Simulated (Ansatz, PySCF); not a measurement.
Breaking the C3–H4 bond in CH6InN (SMILES [CH3][InH][NH2]) (multiplicity 1 held, fragments rigid). Energies count from the point at 1.090 Å.
Geometry at that point (charge 0, multiplicity 1):
```tsv
atom	x (Å)	y (Å)	z (Å)
In	-0.1975	-0.1319	-0.1725
H	-1.3304	-1.0703	-1.0685
C	0.4797	1.9101	-0.4032
H	0.9544	2.0398	-1.3758
H	1.1964	2.1540	0.3793
H	-0.3653	2.5956	-0.3411
N	0.6517	-1.1288	1.3789
H	1.3346	-0.7311	2.0039
H	0.4492	-2.0850	1.6230
```

R- and RO- levels are restricted; in cc, def2 and unpolarised 6-31G sets they are followed outwards from rest. U- levels take the lowest unrestricted solution at each point, which mixes spins at long bonds. Levels need not reach the same state.

Cores are frozen in the correlated methods. Filled d and f shells under p-block atoms count as core. Rows in LANL2DZ carry no dispersion term and start afresh at each structure. LANL2DZ brings its own core potentials from Na on.

The values were computed with Ansatz (Gaussian orbitals); PySCF for LANL2DZ rows. Values without a source in brackets are computed. In def2 rows elements past Kr take small-core potentials, without spin–orbit coupling.

Energies in kcal/mol.

```
R (Å)  U-HF/LANL2DZ  R-HF/def2-TZVPP  U-B3LYP/LANL2DZ  R-wB97X-V/def2-TZVPP  R-CCSD/def2-TZVPP
-----  ------------  ---------------  ---------------  --------------------  -----------------
0.872          29.9             28.1             31.3                  29.4               28.8
0.981           5.7              5.2              6.6                   5.9                5.7
1.090           0.0              0.0              0.0                   0.0                0.0
1.199           4.3              4.4              3.2                   3.7                3.8
1.308          13.8             13.9             11.5                  12.4               12.4
1.471          32.2             32.3             28.1                  29.6               29.1
1.635          51.8             51.7             45.7                  48.1               46.5
1.907          74.0             82.0             73.0                  77.0               72.5
2.180          82.8            107.5             93.9                 101.5               92.4
2.507          86.9            132.0            106.2                 125.0              108.7
2.943          88.5            156.6            112.1                 148.4              120.7
3.488          89.0            178.2            114.3                 168.6              126.8
```

Doubts at one or more of the structures used: a spin-contaminated determinant (U-HF/LANL2DZ, U-B3LYP/LANL2DZ); a restricted determinant that unrestricted orbitals would lower (R-HF/def2-TZVPP, R-wB97X-V/def2-TZVPP, R-CCSD/def2-TZVPP); other coupled-cluster roots lie near (R-CCSD/def2-TZVPP); T1 above 0.05 (R-CCSD/def2-TZVPP).

Ansatz is an electronic-structure program.
